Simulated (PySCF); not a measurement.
Numbering as in the mapped SMILES `[CH3:1][CH:2]([CH3:3])[Si@H:4]([OH:5])[C:6]#[C:7][SiH3:8]`. Each H is labelled by its parent atom.

Geometry: PBE0-D3(BJ)/def2-SVP; GIAO shifts from PySCF 2.14, gas phase, non-relativistic, averaged over equivalent atoms.

At PBE0/pcSseg-1 (210 basis functions, 65 s wall time on 1 thread of an Intel Xeon, shared host):
```csv
atoms,δ (ppm)
C6,122.4
C7,110.6
C2,17.4
C3,16.3
C1,15.7
Si4,-20.3
Si8,-96.9
O5,30.2
H(Si4),4.75
H(Si8),4.17
H(O5),1.08
H(C3),1.05
H(C1),0.95
H(C2),0.82
```

Referencing at the same level of theory: TMS for ¹³C (184.41 ppm) and ²⁹Si (351.99 ppm) and ¹H (31.27 ppm); ¹⁷O (334.56 ppm) vs H2O.

Estimate the result of repeating the calculation with mPW1PW91/pcSseg-1.

## Answers


```tsv
atoms	δ at mPW1PW91/pcSseg-1	change
C6	122.0	-0.4
C7	110.4	-0.2
C2	17.3	-0.1
C3	16.4	+0.1
C1	15.8	+0.1
Si4	-20.8	-0.5
Si8	-95.5	+1.4
O5	29.2	-1.0
H(Si4)	4.71	-0.04
H(Si8)	4.13	-0.04
H(O5)	1.08	+0.00
H(C3)	1.06	+0.01
H(C1)	0.95	+0.00
H(C2)	0.81	-0.01
```

Chemical shifts δ = σref − σ; ¹³C (σ = 183.54 ppm), ²⁹Si (σ = 350.83 ppm), ¹H (σ = 31.32 ppm) against TMS; ¹⁷O (σ = 333.30 ppm) against H2O, all at this level.

The largest change is at Si8 (silicon bonded to C, 3 H). Cost: 210 basis functions, 66 s wall time on 1 thread of an Intel Xeon, shared host. The order of the carbon signals is the same at both levels.

Experimental scales use liquid or dissolved standards, which lie at an offset from isolated H2O (liquid H2O: subtract about 36 ppm).
